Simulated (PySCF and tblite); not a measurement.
Results of a calculation; reference values are marked as such.
2 diastereomers of C6H13F, numbered alike:

| isomer | SMILES | descriptors (one enantiomer) |
| --- | --- | --- |
| A | [CH3:1][CH2:2][C@@H:3]([CH3:4])[C@H:5]([CH3:6])[F:7] | 3R, 5S |
| B | [CH3:1][CH2:2][C@H:3]([CH3:4])[C@H:5]([CH3:6])[F:7] | 3S, 5S |

Each isomer is a Boltzmann average at 298.15 K over at most 4 conformers: GFN2-xTB geometries, energies B3LYP/def2-SVP (IEF-PCM, chloroform) (D3(BJ) added where defined), GIAO shieldings KT3/pcSseg-1 (IEF-PCM, chloroform), GFN2-xTB thermal terms. Programs: PySCF with density fitting and tblite.

Q: What shifts does each isomer give (ppm; of two unlike H on one atom, a is the less shielded)?

A: 
A: ¹H (against TMS): 4.81 (H5, 1H), 1.74 (H2a, 1H), 1.46 (H3, 1H), 1.31 (H6, 3H), 1.10 (H2b, 1H), 1.05 (H1, 3H), 0.98 (H4, 3H). ¹³C (against TMS): 96.9 (C5), 46.6 (C3), 30.1 (C2), 19.4 (C6), 16.3 (C4), 15.5 (C1).

B: ¹H (against TMS): 4.88 (H5, 1H), 1.67 (H2a, 1H), 1.36 (H3, 1H), 1.34 (H6, 3H), 1.17 (H2b, 1H), 1.05 (H1, 3H), 1.01 (H4, 3H). ¹³C (against TMS): 95.8 (C5), 46.6 (C3), 30.9 (C2), 20.3 (C6), 15.6 (C1), 15.3 (C4).

The conformer set may be incomplete (the search or the number kept was capped). Shifts are unscaled: against experiment ¹³C can be off by 15 ppm or more and ¹H by 0.8 ppm.
